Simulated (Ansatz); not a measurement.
A nudged elastic band was laid between two geometries of H$_{3}$SSn (5 atoms, charge 0, multiplicity 2).

These are results of Ansatz, UKS revPBE/def2-SVP, not measurements.

```json
{"movable images": "5", "climbing image": "yes", "spring": "5.0 eV/Å²", "optimiser": "quadratic models (default)", "start path": "through a guess of the saddle point", "force threshold": "0.03 eV/Å", "iteration limit": "60", "end points": "relaxed"}
```

First end point:

```xyz
5
Properties=species:S:1:pos:R:3
S 1.092 -0.858 0.987
Sn -0.023 0.399 -0.839
H 0.264 -1.934 0.870
H -1.760 0.268 -0.554
H 0.476 2.051 -0.506
```

Last end point:

```xyz
5
Properties=species:S:1:pos:R:3
S 1.212 -0.987 0.687
Sn -0.401 0.811 0.111
H 0.232 -1.899 0.950
H -1.594 0.087 -0.969
H 0.602 1.913 -0.820
```

What changes between the two ends?

No bond is made or broken. The height of Sn2 over the plane of its neighbours goes from 0.75 to -0.76 Å. The two ends are copies of one structure, up to a mirror image or an exchange of like atoms.

Give the energies along the band, and the barrier.

It converged. The highest image is number 3 of 0 to 6, 14.4 kcal/mol above the ends, which have the same energy within 2 meV. A vibrational analysis at the climbing image gives one clearly imaginary mode, 714i cm⁻¹: a first-order saddle point.

```json
{"image": "0", "path coordinate (Å)": "0.00", "energy (kcal/mol)": "0.0", "height of Sn2 over the plane of its neighbours (Å)": "0.75"}
{"image": "1", "path coordinate (Å)": "0.58", "energy (kcal/mol)": "1.1", "height of Sn2 over the plane of its neighbours (Å)": "0.72"}
{"image": "2", "path coordinate (Å)": "1.15", "energy (kcal/mol)": "3.1", "height of Sn2 over the plane of its neighbours (Å)": "0.63"}
{"image": "3", "path coordinate (Å)": "1.73", "energy (kcal/mol)": "14.4", "height of Sn2 over the plane of its neighbours (Å)": "0.01"}
{"image": "4", "path coordinate (Å)": "2.38", "energy (kcal/mol)": "3.9", "height of Sn2 over the plane of its neighbours (Å)": "-0.61"}
{"image": "5", "path coordinate (Å)": "3.03", "energy (kcal/mol)": "1.3", "height of Sn2 over the plane of its neighbours (Å)": "-0.73"}
{"image": "6", "path coordinate (Å)": "3.68", "energy (kcal/mol)": "0.0", "height of Sn2 over the plane of its neighbours (Å)": "-0.76"}
```

What is the geometry of the highest image?


```xyz
5
Properties=species:S:1:pos:R:3
S 0.640 -0.960 1.362
Sn -0.307 0.595 -0.267
H 0.955 -1.930 0.454
H -1.980 0.471 -0.616
H 0.742 1.750 -0.975
```

What are the harmonic wavenumbers there?

714i, 146, 336, 406, 637, 656, 1867, 1902, 2587 cm⁻¹.

Run time: 2 min on 1 CPU thread of a shared host.
